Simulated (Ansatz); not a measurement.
Reaction (ligand exchange at the Si–O bond): `N[SiH](O)Br` + H–F → `N[SiH](F)Br` + H₂O

Computed with Ansatz on PBE0-D4/def2-TZVP structures; ΔE is electronic, products minus reactants. CBS: MP2 limit from def2 TZ/QZ plus the TZ coupled-cluster correction, frozen cores. This one scheme is used for every species. Functionals use def2-TZVPP. For Br outer-core shells are correlated without core-valence functions, which leaves a few kJ/mol of doubt a bond. Scalar relativity is left out up to krypton. Each species was taken in one conformer, which may not be the lowest.

| level | ΔE (kJ/mol) |
| --- | --- |
| LDA (SPW92) | -35.1 |
| r2SCANh-D4 | -39.9 |
| CAM-B3LYP-D4 | -41.8 |
| PBE | -39.8 |
| PBE0 | -38.9 |
| CCSD(T)/def2-TZVPP | -37.6 |
| HF/def2-QZVPP | -46.3 |
| CCSD/CBS(def2) | -40.1 |

Question: What does CCSD(T)/CBS give? (An estimate is asked.)

Answer: Computed: -38.9 kJ/mol. The listed levels differ from it by 3.8, -1.0, -2.9, -0.9, 0.0, 1.3, -7.4, -1.2 kJ/mol.

Question: What do rigid-rotor, harmonic-oscillator terms from PBE0-D4/def2-TZVP frequencies (298.15 K, 1 bar) make of the CCSD(T)/CBS value? (Best estimate.)

Answer: Ansatz gave: ΔZPE = +1.1 kJ/mol, ΔH = -37.6 kJ/mol, ΔS = 10 J/(mol·K), ΔG = -40.6 kJ/mol.

Largest T1 diagnostic among the species: 0.009.

In def2-TZVPP, CCSD(T) changes the Hartree–Fock value by +7.2 kJ/mol (the triples alone add +1.2 kJ/mol) and MP2 by +9.1 kJ/mol. Leaving LDA and LC-ωPBE aside and taking each functional with its dispersion term where it has one, the values, not all of them listed here, spread over 7.2 kJ/mol, from B97M-V to revPBE-D4. LDA lies +4.7 kJ/mol from PBE without D4. The D4 term adds +3.3 kJ/mol with B3LYP and +1.8 kJ/mol with PBE0; it sums over pairs of atoms, weighted by their polarisabilities, and B3LYP, whose exchange is more repulsive, gets the larger term.

B3LYP here is the variant with VWN-RPA as its local correlation; programs differ in this.
